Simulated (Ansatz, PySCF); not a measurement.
Gas-phase reaction (SMILES): OBO [boronic acid] + Cl (HCl) -> OB(O)Cl + [H][H] (H2); hydrogen chloride cleaves one B-H bond, a model of a ligand-exchange step.

Structures are relaxed separately at B3LYP-D3(BJ)/def2-TZVP in Ansatz (an electronic-structure program), one conformer each, not searched for the lowest. Correlated levels leave the core frozen unless marked. Spin-orbit coupling is left out. Non-relativistic. CBS marks a two-point X^-3 extrapolation of the correlation energy; Hartree-Fock from the larger set. Thermal terms are rigid-rotor harmonic-oscillator values from B3LYP-D3(BJ) frequencies (Ansatz or PySCF) at 298.15 K and 1 atm. 1 Eh = 627.5095 kcal/mol.

| species | E, CCSD(T)/CBS(cc-pV(T+d)Z,cc-pV(Q+d)Z) (Ansatz) (Eh) | E, r2SCAN-D4/def2-TZVPD (Ansatz + dftd4) (Eh) | H - E (Eh) | G - E (Eh) |
|---|---|---|---|---|
| OBO | -177.04392 | -177.19061 | 0.04694 | 0.01791 |
| Cl (HCl) | -460.37849 | -460.78611 | 0.01000 | -0.01120 |
| OB(O)Cl | -636.26434 | -636.82488 | 0.04002 | 0.00784 |
| [H][H] (H2) | -1.17450 | -1.17100 | 0.01336 | -0.00144 |

### Question
Work out ΔE and ΔH, ΔG, ΔS and the equilibrium constant at 298.15 K at the first level, then ΔH at the second.

### Answer

1. ΔE = [(-636.26434) + (-1.17450)] - [(-177.04392) + (-460.37849)] = -0.01643 Eh = -10.3 kcal/mol at CCSD(T)/CBS(cc-pV(T+d)Z,cc-pV(Q+d)Z).
2. The terms H - E add up to -0.00356 Eh, so ΔH = (-0.01643 + (-0.00356))×627.5095 = -12.5 kcal/mol.
3. The terms G - E add up to -0.00031 Eh, so ΔG = -10.5 kcal/mol, and ΔS = (-0.00356 - (-0.00031))×627509.5/298.15 = -6.8 cal/(mol K).
4. log10 K = -ΔG/(RT ln 10) = 7.7, with RT ln 10 = 1.3642 kcal/mol.
5. At r2SCAN-D4/def2-TZVPD the same steps give ΔE = -12.0 and ΔH = -14.3 kcal/mol, a shift of -1.8 from the first level.
6. These values are not checked against measurement here, since the tables used lack a sound gas-phase enthalpy of formation for at least one species.
